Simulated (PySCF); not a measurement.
## 3-ethyl-2-pentene (C(C)=C(CC)CC, C$_{7}$H$_{14}$)

Cartesian coordinates in Å; atom numbers follow the order of the lines, from 1:
```xyz
21

C    -0.0001   -2.7065    0.4325
C    -0.6035   -1.3633    0.6811
C    -0.1665   -0.1734    0.2380
C     1.0797   -0.0030   -0.5954
C     2.3215    0.2559    0.2553
C    -0.9051    1.0940    0.5873
C    -1.7007    1.6750   -0.5791
H     0.8902   -2.6636   -0.2100
H     0.2975   -3.1864    1.3804
H    -0.7271   -3.3866   -0.0430
H    -1.5061   -1.3622    1.3063
H     1.2469   -0.8883   -1.2284
H     0.9368    0.8397   -1.2926
H     2.1897    1.1393    0.8997
H     2.5318   -0.6012    0.9132
H     3.2094    0.4309   -0.3721
H    -0.1815    1.8500    0.9431
H    -1.5852    0.8993    1.4320
H    -2.4774    0.9691   -0.9111
H    -2.1945    2.6171   -0.2949
H    -1.0571    1.8901   -1.4466
```

Computed with PySCF 2.14.0, quadratic response CAM-B3LYP/aug-cc-pVDZ first hyperpolarisability, Taylor convention, gas phase. Geometry: PBE0-D3(BJ)/def2-SVP.

Question: Give the tensor of the second harmonic β(−2ω;ω,ω) at 1907 nm in the axes of these coordinates.

Answer: In au, Taylor convention; rows are the first index (the induced dipole):
```csv
,xx,yy,zz,xy,xz,yz
x,-3.4,+26.0,-1.2,-23.6,+15.4,+6.6
y,-23.8,-20.1,-5.2,+26.0,+6.7,-5.0
z,+15.4,-4.8,-2.5,+6.6,-1.2,-4.9
```
Norm of βᵢ = ⅓ Σⱼ (βᵢⱼⱼ + βⱼᵢⱼ + βⱼⱼᵢ): 53.9 au, hyper-Rayleigh value 26.9 au.
